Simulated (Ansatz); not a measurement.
Input for Ansatz (a program for electronic structure): R-CCSD(T)/cc-pVDZ on C6H6 (SMILES c1ccccc1).

Ansatz 0.2 input:
```yaml
crystal:
  periodic: [false, false, false]
  atoms:
    - {symbol: C, position_ang: [0.00000000, 1.39825442, -0.00000000]}
    - {symbol: C, position_ang: [1.21092366, 0.69912821, -0.00000000]}
    - {symbol: C, position_ang: [1.21092366, -0.69912821, -0.00000000]}
    - {symbol: C, position_ang: [-0.00000000, -1.39825442, -0.00000000]}
    - {symbol: C, position_ang: [-1.21092366, -0.69912821, 0.00000000]}
    - {symbol: C, position_ang: [-1.21092366, 0.69912821, 0.00000000]}
    - {symbol: H, position_ang: [0.00000000, 2.49112725, 0.00000000]}
    - {symbol: H, position_ang: [2.15737631, 1.24556903, 0.00000000]}
    - {symbol: H, position_ang: [2.15737631, -1.24556903, 0.00000000]}
    - {symbol: H, position_ang: [-0.00000000, -2.49112725, 0.00000000]}
    - {symbol: H, position_ang: [-2.15737631, -1.24556903, -0.00000000]}
    - {symbol: H, position_ang: [-2.15737631, 1.24556903, 0.00000000]}
basis:
  gaussian:
    orbitals: cc-pVDZ
magnetization: {spin_polarized: false}
correlation: {method: ccsd_t, electrons: outside_noble_gas}
scf: {lower_state_search: off}
```

**Question.** Give the final energy of this run.

**Answer.** -231.5819 hartree (reference determinant -230.7213, T1 diagnostic 0.010).

**Question.** How many basis functions does it have, and what does it roughly cost on one machine?

**Answer.** 114 functions; about 11 core-seconds (a rough figure).
